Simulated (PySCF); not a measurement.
## Ce²²⁺: ionisation energy

Ce²²⁺ [Kr] → Ce²³⁺ [Ar] 3d10 4s2 4p5 [4p1/2^2 4p3/2^3, M_J = 3/2], as a difference of total energies. All numbers are calculated (PySCF 2.14, the two-component X2C-1e Hamiltonian, in an uncontracted even-tempered set (18 s from 1.5 bohr⁻², ratio 2.8; 14 p from 2 bohr⁻², ratio 2.8; 9 d from 3.5 bohr⁻², ratio 2.8; 4 f from 12 bohr⁻², ratio 3)). Correlated levels: [Ne] frozen; the 92 highest virtual spinors dropped. "Screened" scales the spin-orbit matrix elements by Boettger's factors to mimic the two-electron term; Breit and QED terms are absent.

```csv
method,ionisation energy (eV)
GHF (screened spin-orbit),746.71
GMP2 (screened spin-orbit),747.93
```

How much does correlation contribute at GMP2 (screened spin-orbit)?

747.93 − (746.71) = 1.22 eV, measured against GHF (screened spin-orbit).

Breit and QED terms and the two-electron picture change are absent.

For comparison: 749 ± 4 eV (theoretical estimate listed by NIST; NIST Atomic Spectra Database, ionization energies).
